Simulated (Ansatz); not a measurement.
Ansatz (a quantum-chemistry and plane-wave program) input:
A basis named .json is the Basis Set Exchange file of that set.

Ansatz 0.2 input:
```yaml
crystal:
  periodic: [false, false, false]
  atoms:
    - {symbol: Si, position_ang: [0.14772888, -0.11706233, 0.02557506]}
    - {symbol: O, position_ang: [-0.64749018, -1.17593050, 0.95385399]}
    - {symbol: N, position_ang: [-1.40149706, 0.96059611, -0.23604641]}
    - {symbol: N, position_ang: [1.27810582, 0.81888209, 0.82603003]}
    - {symbol: N, position_ang: [0.61911677, -0.50669730, -1.53493441]}
    - {symbol: H, position_ang: [-0.26923719, -2.00886887, 1.25120982]}
    - {symbol: H, position_ang: [-1.19074010, 1.79125610, -0.78957472]}
    - {symbol: H, position_ang: [-2.15203317, 0.45436562, -0.70908737]}
    - {symbol: H, position_ang: [1.99468797, 1.36310547, 0.37214521]}
    - {symbol: H, position_ang: [1.38386905, 0.80404353, 1.82850887]}
    - {symbol: H, position_ang: [0.06155628, -1.04604748, -2.17967933]}
    - {symbol: H, position_ang: [1.58970226, -0.49188319, -1.80987302]}
    - {symbol: H, position_ang: [-1.77616669, 1.27087938, 0.66212319]}
basis:
  gaussian:
    orbitals: aug-cc-pV_D+d_Z.json
total_charge: 1
magnetization: {spin_polarized: false}
correlation: {method: ccsd_t, electrons: outside_noble_gas}
output: {forces: true}
```

Predict the final energy.

-532.71601 Eh (CCSD(T)/aug-cc-pV(D+d)Z). The basis has 196 functions. The run takes roughly 29 core-minutes.

It need not be the lowest isomer of its formula.
